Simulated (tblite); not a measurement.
Run record: tight-binding relaxation, `C[Si@@](O)(S)C=O`.

Computed with GFN2-xTB geometry optimisation, gas phase (tblite 0.8.0). Start geometry: from a force field or distance geometry. The input is one job of a driver script: a line of settings, then coordinates in Å.

Command:
```bash
OMP_NUM_THREADS=1 python probes_run.py task.json out
```

Input:
```
{"job": {"kind": "relax", "xc": "GFN2-xTB", "basis": "xTB"}, "charge": 0, "multiplicity": 1}
C      1.439900     0.598500     0.368800
Si    -0.328700    -0.075900     0.339600
O     -0.457400    -1.120300     1.689400
S     -1.695100     1.523600     0.547100
C     -0.532600    -0.943000    -1.250700
O      0.452200    -1.334100    -1.834000
H      1.584700     1.076100    -0.624500
H      2.154500    -0.227300     0.462400
H      1.574800     1.368700     1.155900
H     -0.726100    -2.019200     1.400700
H     -1.937800     2.244000    -0.608900
H     -1.527000    -1.091900    -1.671900
```

Q: Estimate the output.

A: 
```
step      E/eV     max force
  0    -556.20850    3.273
  1    -556.45631    1.408
  2    -556.52334    1.647
  3    -556.57690    0.868
  4    -556.62404    0.799
  5    -556.67586    1.002
  6    -556.70297    0.546
  7    -556.72067    0.398
  8    -556.73303    0.354
  9    -556.74396    0.449
... (125 lines left out)
135    -556.93458    0.013
136    -556.93460    0.014
137    -556.93465    0.028
138    -556.93475    0.048
139    -556.93490    0.069
140    -556.93506    0.058
141    -556.93518    0.017
142    -556.93520    0.021
143    -556.93521    0.010
144    -556.93522    0.006
```

«max force» is the largest atomic force in eV/Å.

Q: From which step on does the largest force stay under 0.1 eV/Å, and how much energy is left to gain from there?

A: From step 110 (0.042 eV/Å), 2.3 meV above the end.

In short: energy lowered by 16.8 kcal/mol over 144 steps; largest atomic force 0.006 eV/Å at the end.

Q: Give the final coordinates.

A: 0.598 Å rms from the input after alignment:
```
atom  x, y, z in Å
C1     1.4221    0.6028    0.4422
Si2   -0.2933   -0.1775    0.2317
O3    -0.6252   -1.3878    1.2570
S4    -1.8361    1.3261    0.4806
C5    -0.5112   -0.9999   -1.4875
O6    -0.0692   -0.5412   -2.5091
H7     1.6764    1.2266   -0.4097
H8     2.1860   -0.1651    0.5236
H9     1.4769    1.2240    1.3331
H10   -0.8529   -1.2464    2.1731
H11   -1.4750    2.0790   -0.5444
H12   -1.0973   -1.9410   -1.5166
```

On Arm Neoverse N1, one thread, shared host, this took 1.4 s wall.
Labels such as C1 count atoms from 1, the log's own numbers from 0.
